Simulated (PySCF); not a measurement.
PySCF job for S4, SMILES S=S(=S)=S, ωB97X-D3(BJ)/def2-SVP. The structure is a stationary point at ωB97X-D3(BJ)/def2-SVP.

```python
import numpy as np
from pyscf import gto, scf, dft, df
from pyscf.hessian import thermo

mol = gto.M(
    atom='''
    S    -0.00000000    0.00000000    0.00000000
    S     1.90025271    0.00000000   -0.00000000
    S    -0.95012635    1.64566712    0.00000000
    S    -0.95012635   -1.64566712   -0.00000000
    ''',
    basis='def2-SVP',
    charge=0,
    spin=0,
    max_memory=1600,
    verbose=3,
)
mf = dft.RKS(mol, xc='wb97x-d3bj').density_fit(auxbasis='def2-universal-jkfit')
mf.grids.level = 3
mf.conv_tol = 1e-11
mf.max_cycle = 100
mf.kernel()

# [left out here: the lines that compute and print the analytic Hessian (its translational invariance restored by hand, since the grid's response is missing), thermochemistry and intensities]
```

Output:

```
converged SCF energy = -1592.22006788193

WARN: DFTD3 does not support analytical Hessian, using finite difference


WARN: Mole.unit (angstrom) is changed to Bohr

Mode                                 0                   1                   2
Irrep
Freq [cm^-1]                      248.1478            248.1562            275.3600
Reduced mass [au]                  32.0600             32.0600             32.0600
Force const [Dyne/A]                1.1631              1.1632              1.4322
Char temp [K]                     357.0294            357.0416            396.1818
Normal mode                   x     y     z       x     y     z       x     y     z
       0   S                 0.05  0.04 -0.00    0.04 -0.05 -0.00   -0.00  0.00 -0.15
       1   S                 0.06 -0.07  0.00    0.04  0.09  0.00   -0.00 -0.00  0.05
       2   S                -0.10 -0.05  0.00    0.02 -0.07  0.00    0.00  0.00  0.05
       3   S                -0.00  0.08  0.00   -0.10  0.03  0.00    0.00 -0.00  0.05
Mode                                 3                   4                   5
Irrep
Freq [cm^-1]                      515.8667            770.4815            770.5020
Reduced mass [au]                  32.0600             32.0600             32.0600
Force const [Dyne/A]                5.0268             11.2134             11.2140
Char temp [K]                     742.2174           1108.5513           1108.5809
Normal mode                   x     y     z       x     y     z       x     y     z
       0   S                 0.00  0.00 -0.00   -0.00 -0.14  0.00    0.14 -0.00  0.00
       1   S                 0.10 -0.00  0.00    0.00  0.00 -0.00   -0.09  0.00 -0.00
       2   S                -0.05  0.09  0.00   -0.04  0.07 -0.00   -0.03  0.04 -0.00
       3   S                -0.05 -0.09  0.00    0.04  0.07 -0.00   -0.02 -0.04 -0.00
temperature 298.1500 [K]
pressure 101325.00 [Pa]
Rotational constants [GHz] 2.91031 2.91031 1.45516
Symmetry number 6
Zero-point energy (ZPE) 0.00644 [Eh]   16918.273 [J/mol]
                           tot       elec      trans        rot        vib
Entropy [J/mol/K]       295.773      0.000    169.282    100.823     25.667
Cv [J/mol/K]             57.857      0.000     12.472     12.472     32.914
Cp [J/mol/K]             66.172      0.000     20.786     12.472     32.914
Internal energy [J/mol]                      3718.434   3718.434  21689.769
Internal energy [Eh]   -1592.20897  -1592.22007
Enthalpy [J/mol]                             6197.391   3718.434  21689.769
Enthalpy [Eh]          -1592.20803
Gibbs free energy [J/mol]                  -44274.098 -26342.010  14037.015
Gibbs free energy [Eh] -1592.24162
static polarisability / bohr^3: [[89.535 -0.     0.   ]
 [ 0.    89.535  0.   ]
 [ 0.    -0.    28.723]]
largest difference of analytic and finite-field dipole derivatives / e: 0.0008117932759504898
mode   freq/cm-1   IR/(km/mol)   Raman/(A^4/amu)   depolarisation
   1      248.15         1.806            10.815            0.750
   2      248.16         1.806            10.807            0.750
   3      275.36         1.551             0.000            0.698
   4      515.87         0.000            63.353            0.117
   5      770.48       148.141             7.953            0.750
   6      770.50       148.121             7.959            0.750
max |gradient| / (hartree/bohr): 1.3233081161766191e-05
APT charges: [ 1.2842 -0.428  -0.4281 -0.4281]
```

The run converged.
